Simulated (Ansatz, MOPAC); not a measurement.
System: CF, net charge 1, singlet state. SMILES: [C][F+]
Coordinates optimised at B3LYP-D3(BJ)/def2-TZVP (Ansatz, an electronic-structure program):
```
C
F 1 1.1559
```
Charge +1, spin multiplicity 1.

Wanted: vertical electron affinity to the doublet, in eV. Conventions: non-relativistic; six Cartesian d functions in 6-31G* and its kin unless marked 5d; frozen cores in correlated levels; each state is the SCF solution reached for its charge and spin; spin-orbit terms left out; UHF or UKS for open shells. Basis-set limits of correlation are two-point, X^-3; Hartree-Fock from the larger set. First-principles rows: single points at B3LYP-D3(BJ) geometries (Ansatz). Semi-empirical rows: differences of heats of formation at the shared geometry for vertical values. Sets without +, aug- or the D of def2-TZVPD hold no diffuse functions, which anions need.

```tsv
species	coefficient	E at PBE/6-31G* (Ansatz), Eh	E at wB97X-V/def2-TZVPD (Ansatz), Eh	heat of formation at PM6 (MOPAC), kcal/mol
charge 0, doublet	-1	-137.60876	-137.78006	55.03
charge 1, singlet	+1	-137.29670	-137.45671	246.28
```

Coupled cluster (Ansatz) is a level with limits of its own, used here on species with T1 under 0.025 (0.045 for open shells) and stable references: CCSD(T)/CBS(aug-cc-pVTZ,aug-cc-pVQZ). Value to compare with, CCSD(T)/CBS(aug-cc-pVTZ,aug-cc-pVQZ) (Ansatz): 8.65 eV. 1 Eh = 27.2114 eV and 1 eV = 23.0605 kcal/mol.

Q: Work the quantity out at each level, and compare with CCSD(T)/CBS(aug-cc-pVTZ,aug-cc-pVQZ) (Ansatz).

A: 
- PBE/6-31G*: the sum of coefficient times E is 0.31206 Eh, or 8.492 eV. Result: 8.49 eV. Its difference against CCSD(T)/CBS(aug-cc-pVTZ,aug-cc-pVQZ) (Ansatz) is -0.16 eV.
- wB97X-V/def2-TZVPD: the sum of coefficient times E is 0.32335 Eh, or 8.799 eV. Result: 8.80 eV. Its difference against CCSD(T)/CBS(aug-cc-pVTZ,aug-cc-pVQZ) (Ansatz) is 0.15 eV.
- PM6: the sum of coefficient times heat of formation is 191.25 kcal/mol, or 8.29 eV. Its difference against CCSD(T)/CBS(aug-cc-pVTZ,aug-cc-pVQZ) (Ansatz) is -0.36 eV.
